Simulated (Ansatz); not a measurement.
The cluster Li₉Si⁻. Charge -1, multiplicity 3. Geometry r2SCAN-D4/def2-SVPD, that of the charge -1 singlet.

Cartesian coordinates in Å:
```
Li -0.220 1.603 -0.800
Li 1.692 -0.576 -1.360
Li -1.131 -1.762 -2.291
Li -2.503 -2.337 0.428
Li 2.753 2.505 -0.485
Li -1.782 0.694 1.537
Li 1.174 0.524 1.343
Li 0.439 -3.172 -0.012
Li 0.114 3.418 1.695
Si -0.536 -0.899 -0.054
```

At PBE-D4/def2-TZVPD, r2SCAN-D4/def2-TZVPD the highest occupied level of the charge -1 triplet lies above zero (up to 0.35 eV). Its loss leaves the charge 0 doublet, which lies 0.87 eV higher (vertical, at PBE-D4/def2-TZVPD), but this difference is unsure: the doublet is doubtful (geometry relaxed on an unsound state). At r2SCAN-D4/def2-TZVPD, PBE0-D4/def2-TZVPD the charge -1 triplet is spin-contaminated (final ⟨S²⟩ up to 2.66, 2.00 for a pure state). At PBE0-D4/def2-TZVPD a singlet of charge -1 lies 0.16 eV below the triplet at the same geometry. That singlet is doubtful there (restricted singlet, unstable towards broken spin symmetry at other levels and untested here). The structure comes from a short search, and lower isomers may exist.

(1) Estimate the α-spin orbital energies around the gap (eV) in Ansatz with PBE-D4/def2-TZVPD, r2SCAN-D4/def2-TZVPD, PBE0-D4/def2-TZVPD.

Answers

(1) 
```tsv
orbital	PBE-D4/def2-TZVPD	r2SCAN-D4/def2-TZVPD	PBE0-D4/def2-TZVPD
HOMO−5	-1.69	-1.87	-2.47
HOMO−4	-1.25	-1.35	-1.87
HOMO−3	-1.01	-1.09	-1.66
HOMO−2	-0.14	-0.22	-0.56
HOMO−1	-0.08	-0.17	-0.53
HOMO	0.35	0.26	0.00
LUMO	0.56	0.59	0.97
LUMO+1	0.57	0.79	1.01
LUMO+2	0.72	0.85	1.15
LUMO+3	0.83	0.94	1.23
LUMO+4	0.99	1.10	1.44
LUMO+5	1.15	1.27	1.53
β HOMO	0.00	-0.12	-0.51
β LUMO	0.40	0.66	0.84
```
